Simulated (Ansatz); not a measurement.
A structure relaxed at PBE0-D4/def2-TZVP, charge 0, multiplicity 1:

Cartesian coordinates in Å:
```
F -1.912 -1.062 -0.591
Si -1.150 0.001 0.317
Cl -1.967 1.843 -0.024
Ge 1.147 0.066 -0.316
Cl 1.978 -1.844 0.264
H -1.376 -0.359 1.733
H 1.930 1.143 0.448
H 1.350 0.211 -1.830
```

Question: Give its formula and SMILES.

Answer: Cl2FGeH3Si, `F[SiH](Cl)[GeH2][Cl]`.

Question: Summarise the bond lengths by kind.

Answer: 1 × F–Si 1.592 Å; 1 × Cl–Si 2.045 Å; 1 × Ge–Si 2.383 Å; 1 × H–Si 1.478 Å; 1 × Cl–Ge 2.163 Å; 2 × Ge–H 1.534 to 1.535 Å.

Results of the Gaussian-basis code of Ansatz.
